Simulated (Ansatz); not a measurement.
This Ansatz (a quantum-chemistry and plane-wave program) input (PBE0/def2-TZVPP) gives -389.76348 Eh with 87 basis functions.

Ansatz 0.2 input:
```yaml
crystal:
  periodic: [false, false, false]
  atoms:
    - {symbol: Si, position_ang: [-0.24675166, -0.31480560, 0.45207189]}
    - {symbol: H, position_ang: [-0.98134586, -1.21116338, -0.55911929]}
    - {symbol: F, position_ang: [0.49287435, 0.62427130, -0.64109857]}
basis:
  gaussian:
    orbitals: def2-TZVPP
hamiltonian:
  xc: {name: PBE0}
magnetization: {spin_polarized: false}
```

Change:
```diff
- orbitals: def2-TZVPP
+ orbitals: def2-SVP
```

Q: What does the run give now?

A: -389.53006 Eh (PBE0/def2-SVP, 37 functions), a change of +233.42 mEh.
